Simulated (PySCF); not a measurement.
Al(All)(Cl)(H) (C3H6AlCl), SMILES C=C[CH2][AlH][Cl].

Geometry optimised at B3LYP-D3(BJ)/def2-SVP. The structure was generated by enumeration; whether it is a known compound was not checked. Other conformers were not sampled.

Two levels are set side by side: TDDFT-PBE/def2-SVPD (PySCF) and TDDFT-B3LYP/def2-SVPD (PySCF). Vertical, same geometry. The lowest singlet is HOMO→LUMO 75 % with PBE and HOMO→LUMO 88 % with the other functional; states are paired by order. Differences are taken from unrounded values.

| quantity | TDDFT-PBE |
|---|---|
| lowest singlet excitation (eV) | 5.14 |
| lowest triplet excitation (TDA) (eV) | 3.76 |
| first bright state (f over 0.05) (eV) | 5.14 |
| its oscillator strength | 0.14 |

**Question.** These are the TDDFT-PBE values. What does TDDFT-B3LYP give? (Estimate from the structure and the level; the computed values follow.)

**Answer.** 
```csv
quantity,TDDFT-B3LYP,TDDFT-PBE minus TDDFT-B3LYP
lowest singlet excitation (eV),5.45,-0.31
lowest triplet excitation (TDA) (eV),3.85,-0.09
first bright state (f over 0.05) (eV),5.45,-0.31
its oscillator strength,0.18,-0.04
```

A lower first singlet is the usual sign of a functional without exact exchange. Differences between two approximate levels are no errors against the true value.

Rough cost on one machine, each run with all the roots and properties that it gave: TDDFT-B3LYP against TDDFT-PBE about 4 times.
